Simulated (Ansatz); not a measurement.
Consider the redistribution: `CC(C)[O][MgH]` + `C[CH2][AlH2]` → `C[CH2][MgH]` + `CC(C)[O][AlH2]`.

Program: Ansatz. Geometries: PBE0-D4/def2-TZVP. ΔE: electronic, gas phase. CCSD(T)/CBS is the MP2 limit (def2-TZVPP, def2-QZVPP) plus CCSD(T) − MP2 in def2-TZVPP, frozen cores. DFT in def2-TZVPP. For Mg outer-core shells are correlated without core-valence functions, which leaves a few kJ/mol of doubt a bond. Each species was taken in one conformer, which may not be the lowest.

`CC(C)[O][MgH]`:

```xyz
13

C    -0.999   -0.871    0.753
C    -0.445    0.084   -0.293
C    -0.253    1.479    0.282
O     0.743   -0.397   -0.811
Mg    2.319   -1.006   -1.324
H    -1.137   -1.866    0.324
H    -0.301   -0.952    1.592
H    -1.962   -0.526    1.140
H    -1.188    0.156   -1.106
H     0.460    1.447    1.111
H    -1.195    1.891    0.655
H     0.138    2.154   -0.482
H     3.820   -1.591   -1.839
```

`C[CH2][AlH2]`:

Cartesian coordinates in Å:
```
C -0.783 0.093 1.075
C 0.459 0.380 0.233
Al 0.545 -0.460 -1.534
H -0.751 0.599 2.045
H -0.898 -0.976 1.272
H -1.697 0.419 0.571
H 1.367 0.085 0.777
H 0.581 1.462 0.085
H 1.803 -0.198 -2.474
H -0.627 -1.406 -2.049
```

`C[CH2][MgH]`:

Cartesian coordinates in Å:
```
C -0.036 0.985 0.650
C 0.164 0.134 -0.607
Mg -0.143 -1.932 -0.396
H -1.052 0.900 1.047
H 0.141 2.053 0.471
H 0.640 0.689 1.458
H 1.179 0.290 -0.997
H -0.499 0.498 -1.404
H -0.393 -3.616 -0.221
```

`CC(C)[O][AlH2]`:

```xyz
14

C     0.942    1.443   -0.227
C     0.007    0.316   -0.623
C     0.715   -1.025   -0.643
O    -1.103    0.315    0.236
Al   -1.888   -0.621    1.391
H     0.404    2.391   -0.203
H     1.359    1.258    0.767
H     1.770    1.529   -0.936
H    -0.371    0.523   -1.634
H     0.031   -1.826   -0.934
H     1.118   -1.264    0.346
H     1.544   -1.013   -1.354
H    -3.161    0.043    2.046
H    -1.365   -2.069    1.770
```

```tsv
level	ΔE (kJ/mol)
PBE-QIDH	6.3
revPBE	6.0
HF/def2-SVP	25.9
CCSD(T)/def2-SVP	20.1
```

What does CCSD(T)/CBS give? (An estimate is asked.)

The calculation gave: +9.1 kJ/mol. The listed levels differ from it by -2.8, -3.1, 16.8, 11.0 kJ/mol.

Largest T1 diagnostic among the species: 0.012.

Leaving LDA and LC-ωPBE aside and taking each functional with its dispersion term where it has one, the values, not all of them listed here, spread over 5.3 kJ/mol, from BLYP-D4 to r2SCAN0-D4. In def2-TZVPP, CCSD(T) changes the Hartree–Fock value by −5.3 kJ/mol (the triples alone add −1.4 kJ/mol) and MP2 by −3.7 kJ/mol. At CCSD(T), def2-SVP lies +11.0 kJ/mol from the extrapolated value and def2-TZVPP −6.5 kJ/mol.
